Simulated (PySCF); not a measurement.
## Radial density of Si (silicon, neutral)

UHF, [Ne] 3s2 3p2, high-spin 3P determinant. Calculation: PySCF 2.14, in x2c-SVPall (4s3p1d, 18 functions); the spin-free X2C one-electron Hamiltonian (Gaussian nucleus).

```tsv
r (bohr)	4πr²ρ (e/bohr)	4πr²(ρα − ρβ)
0.00186	0.07494	0.0000
0.00313	0.2087	0.0000
0.00526	0.5663	0.0000
0.00885	1.447	0.0000
0.0149	3.356	0.0000
0.0250	7.077	0.0001
0.0421	12.32	0.0012
0.0709	15.90	0.0069
0.119	13.04	0.0287
0.200	9.623	0.0824
0.337	13.62	0.1181
0.567	11.57	0.0321
0.954	3.100	0.0761
1.60	1.722	0.6388
2.70	1.328	0.6908
4.54	0.2349	0.1807
7.64	0.0009811	0.0007
```

Densities and radii are taken from the X2C orbitals without a picture-change correction, which distorts them close to the nucleus.
